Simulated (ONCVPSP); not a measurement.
## Cutoff test, osmium, ONCV

| Item | Value |
| --- | --- |
| Element | osmium (Os) |
| Generator | ONCVPSP 4.0.1 |
| Type | optimised norm-conserving Vanderbilt (ONCV) |
| Functional | LDA (Perdew-Wang 92) |
| Relativity | scalar-relativistic |
| Frozen core | [Kr] 4d10 |
| Valence charge | 30 |
| Reference configuration | 4f14 5s2 5p6 5d6 6s2 |
| Partial waves | 5s+6s: rc 1.70 bohr, ncon 4, nbas 7, qcut 5.5 1/bohr, 2 projectors; 5p: rc 1.70 bohr, ncon 4, nbas 9, qcut 9 1/bohr, 2 projectors, debl 1.2 Ha; 5d: rc 2.50 bohr, ncon 4, nbas 8, qcut 5.7 1/bohr, 2 projectors, debl 2.2 Ha; 4f: rc 0.80 bohr, ncon 5, nbas 9, qcut 17.9 1/bohr, 1 projector |
| Local potential | polynomial inside 0.55 bohr (lpopt 5, dvloc0 4 Ha) |
| Core correction | Teter function, fcfact 2.25, rcfact 1 |

In the p channel the program set the typed energies aside and used -1.876, 0.250 Ha.

Q: For each optimised wave give the share of its norm inside rc, the residual kinetic energy above qcut (Ha) and the cutoffs (Ha) for errors of 10, 1, 0.1 and 0.01 mHa per electron.

A:

| wave | norm inside rc | residual KE | 10 mHa | 1 mHa | 0.1 mHa | 0.01 mHa |
| --- | --- | --- | --- | --- | --- | --- |
| 5s | 0.968 | 5.3e-04 | 5.9 | 13.7 | 38.1 | 48.9 |
| 6s | 0.081 | 7.3e-04 | 5.3 | 14.3 | 41.6 | 57.0 |
| 5p | 0.901 | 7.1e-08 | 10.4 | 23.6 | 29.4 | 33.5 |
| p projector 2 | 0.085 | 1.5e-07 | 8.8 | 21.9 | 28.9 | 33.8 |
| 5d | 0.830 | 8.2e-06 | 10.2 | 12.6 | 14.3 | 17.2 |
| d projector 2 | 0.271 | 8.4e-05 | 11.6 | 14.1 | 16.8 | 36.6 |
| 4f | 0.844 | 1.7e-02 | 200.1 | 487.3 | 548.7 | 661.6 |

The occupied waves need 487 Ha and 549 Ha for 1 and 0.1 mHa. Note: ghosts flagged at negative energy: s at -816.2 eV, p at -364.1 eV, d at -65.5 eV; GHOST(+) flagged for s at 141.7 eV. A true bound ghost makes a file unfit for plane-wave use. Its largest configuration-test error is -482 meV.
